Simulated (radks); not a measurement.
Values are calculated unless marked as measured or tabulated.
Task: Ionisation ladder of titanium, from Ti to Ti2+. Each ion is in the ground configuration listed by NIST, and IE = E(next ion) - E(this ion). Code: a radial shooting solver on a logarithmic mesh with Libxc functionals. Model: Dirac Kohn-Sham, PBE, spin-unpolarised, spherical densities, point nucleus; open shells fill j = l - 1/2 first.

species  configuration  IE, Delta-SCF (eV)  -e(HOMO) (eV)   HOMO  <r> HOMO (bohr)
Ti        [Ar] 3d2 4s2                   ?          4.274  3d3/2             1.61
Ti+       [Ar] 3d2 4s1              13.568         10.347  4s1/2             3.19
Ti2+          [Ar] 3d2              26.971         19.698  3d3/2             1.43

Estimate the withheld Delta-SCF values.

Result: Ti: 7.344 eV (NIST 6.828).

Beside tabulated values, note that spin-unpolarised runs miss the spin-polarisation part of the exchange energy of open shells.
